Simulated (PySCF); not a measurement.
## Spinor energies of Pr⁵⁰⁺ (praseodymium, charge +50)

Start: [He] 2s2 2p5; 2p1/2 filled at m_j = -1/2, +1/2; 2p3/2 filled at m_j = -1/2, +1/2, +3/2. Calculated with PySCF 2.14 in an uncontracted even-tempered set (17 s from 30 bohr⁻², ratio 2.4; 13 p from 38 bohr⁻², ratio 2.4; 5 d from 140 bohr⁻², ratio 2.6; 4 f from 210 bohr⁻², ratio 2.6): generalised Hartree-Fock with the X2C-1e Hamiltonian and a Gaussian nucleus; one run each with spin-orbit coupling (SO) switched off, then screened by Boettger's factors.

| spinor shell | electrons | ε, spin-free (eV) | ε, screened SO (eV) | weight of nominal j (screened SO) | rms radius, screened SO (bohr) |
| --- | --- | --- | --- | --- | --- |
| 1s1/2 | 2 | -46138.1 | -46126.9 | 1.000 | 0.0274 |
| 2s1/2 | 2 | -10467.5 | -10464.3 | 1.000 | 0.109 |
| 2p1/2 | 2 | -9807.4 | -10159.3 | 0.999 | 0.0928 |
| 2p3/2 | 3 | -9807.4 | -9650.8 | 1.000 | 0.0982 |

```tsv
quantity	spin-free	screened SO
E (hartree)	-6385.13101	-6394.26702
M_J	3/2	3/2
⟨J²⟩	3.750	3.750
⟨L²⟩	2.000	2.009
⟨S²⟩	0.750	0.759
```

Each row is a mean over spinors that exchange with the open shell spreads, by up to 49.071 eV (2s1/2).

Breit and QED terms are absent; they matter most for the inner s and p1/2 levels.

Densities and radii are taken from the X2C orbitals without a picture-change correction, which distorts them close to the nucleus.

Without spin-orbit coupling the j labels of p, d and f shells carry no meaning; the spin-free column gives the mean over the occupied spinors of each nl shell.
